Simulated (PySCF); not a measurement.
Write Cartesian coordinates for InChI=1S/C5HF3/c1-2-3-4-5(6,7)8/h1H as optimised with PBE0-D3(BJ)/def2-SVP.

```
atom  x, y, z in Å
C1     3.154   -0.033   -0.636
C2     1.965   -0.022   -0.382
C3     0.625   -0.008   -0.095
C4    -0.561    0.003    0.163
C5    -1.995    0.023    0.475
F6    -2.238    0.766    1.553
F7    -2.450   -1.206    0.716
F8    -2.696    0.529   -0.538
H9     4.205   -0.044   -0.859
```

Orientation and origin are arbitrary. Atoms count from 1 in this order. All 3 C–F bonds measure 1.332 Å. The C–C distances run from 1.215 Å (C3≡C4, drawn triple) to 1.467 Å (C4–C5, drawn single), a spread of 0.252 Å.

Bonds between heavy atoms (Å): C1≡C2 1.215, C2–C3 1.370, C3≡C4 1.215, C4–C5 1.467, C5–F6 1.332, C5–F7 1.332, C5–F8 1.332.

Computed with PBE0-D3(BJ)/def2-SVP geometry optimisation, gas phase (PySCF).

Point group: C3v (every atom within 0.08 Å of its image). Not checked by PBE0-D3(BJ)/def2-SVP frequencies.
